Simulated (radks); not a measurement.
Spherical quantum dot in the effective-mass picture: electrons in a parabolic well V = omega^2 r^2 / 2 with omega = 0.104, all in effective atomic units (hartree* = m*/eps^2 hartree, bohr* = eps/m* bohr), one dielectric constant everywhere. Calculated with a radial shooting solver with Libxc functionals: non-relativistic Kohn-Sham, LDA (Slater exchange, Perdew-Wang correlation), spin-polarised, spherical densities. Levels are named by radial order and angular momentum (1s, 1p, 1d, 2s, ...), and open shells are averaged over m. Results are scaled to m* = 0.08 and eps = 10.5, for which hartree* = 19.75 meV and bohr* = 6.945 nm. Each electron was tried in the lowest free levels, single moves between levels near the top were tried too, and the lowest total energy was kept; such a search can miss a lower state. At N = 1 the Hartree and exchange-correlation terms need not cancel, so that row can carry a self-interaction error.

N,open shells,2S,E (meV),mu = E(N) - E(N-1) (meV),addition energy mu(N+1) - mu(N) (meV),e(HOMO) (meV),rms radius (nm)
1,"1s(up 1, down 0)",1,3.15481,3.1548,3.976,4.8820,26.83
2,none,0,10.2857,7.1309,4.245,8.6573,31.29
3,"1p(up 1, down 0)",1,21.6614,11.376,2.534,12.650,36.22
4,"1p(up 2, down 0)",2,35.5706,13.909,2.458,15.154,39.54
5,"1p(up 3, down 0)",3,51.9382,16.368,2.788,17.565,42.23
6,"1p(up 3, down 1)",2,71.0936,19.155,2.161,20.242,44.70
7,"1p(up 3, down 2)",1,92.4097,21.316,2.116,22.383,46.86
8,none,0,115.841,23.432,2.935,24.472,48.81
9,"1d(up 1, down 0)",1,142.208,26.366,1.911,27.328,50.86
10,"1d(up 2, down 0)",2,170.486,28.278,1.875,29.221,52.71
11,"1d(up 3, down 0)",3,200.638,30.153,1.839,31.078,54.40
12,"1d(up 4, down 0)",4,232.630,31.991,1.803,32.899,55.96
13,"1d(up 5, down 0)",5,266.424,33.795,2.093,34.685,57.42
14,"1d(up 5, down 1)",4,302.312,35.888,1.697,36.740,58.84
15,"1d(up 5, down 2)",3,339.896,37.584,1.674,38.425,60.18
16,"1d(up 5, down 3)",2,379.154,39.258,1.650,40.087,61.45
17,"1d(up 5, down 4)",1,420.063,40.908,1.627,41.726,62.66
18,none,0,462.598,42.535,1.853,43.341,63.82
19,"2s(up 1, down 0)",1,506.986,44.388,1.818,45.195,64.97
20,none,0,553.192,46.206,1.720,46.997,66.08
21,"1f(up 1, down 0)",1,601.118,47.926,1.504,48.681,67.19
22,"1f(up 2, down 0)",2,650.548,49.430,1.488,50.177,68.25
23,"1f(up 3, down 0)",3,701.466,50.918,1.472,51.656,69.27
24,"1f(up 4, down 0)",4,753.855,52.390,1.456,53.120,70.26
25,"1f(up 5, down 0)",5,807.701,53.845,-,54.568,71.22

All shells are closed at N = 2, 8, 18, 20 (there: 1s2 1p6 1d10 2s2); the second difference of the energy has clear peaks (12 % above both neighbours; the first and last values, which can be the largest, are not judged, and half-filled shells can peak too) at N = 5, 8, 13.
